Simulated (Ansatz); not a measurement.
`[SiH3]O[CH2][ZnH]` + `[SiH3]OCS` → `[SiH3]OCS[SiH3]` + `O[CH2][ZnH]`  (ligand exchange at the Si–O bond)

Program: Ansatz. Geometries: PBE0-D4/def2-TZVP. ΔE: electronic, gas phase. CBS: MP2 limit from def2 TZ/QZ plus the TZ coupled-cluster correction, frozen cores. Functionals use def2-TZVPP. For Zn outer-core shells are correlated without core-valence functions, which leaves a few kJ/mol of doubt a bond. Scalar relativity is left out up to krypton. One conformer a species, not always the lowest.

(1) Is it downhill or uphill in electronic energy at CCSD(T)/CBS, and by how much? (An estimate is asked.)

(2) What do these levels give: r2SCAN-D4, PBE, PBE0, r2SCANh, CCSD/def2-SVP, CCSD(T)/def2-SVP? (An estimate is asked.)

Largest T1 diagnostic among the species: 0.014.

Results:

(1) Ansatz gave: Uphill: ΔE = +9.5 kcal/mol.

(2) The calculation gave: r2SCAN-D4 8.3, PBE 6.6, PBE0 7.7, r2SCANh 8.8, CCSD/def2-SVP 10.7, CCSD(T)/def2-SVP 10.3 kcal/mol.

In def2-TZVPP, CCSD(T) changes the Hartree–Fock value by −4.2 kcal/mol (the triples alone add −0.8 kcal/mol) and MP2 by −4.4 kcal/mol. Leaving LDA and LC-ωPBE aside and taking each functional with its dispersion term where it has one, the values, not all of them listed here, spread over 5.8 kcal/mol, from revPBE-D4 to CAM-B3LYP-D4.
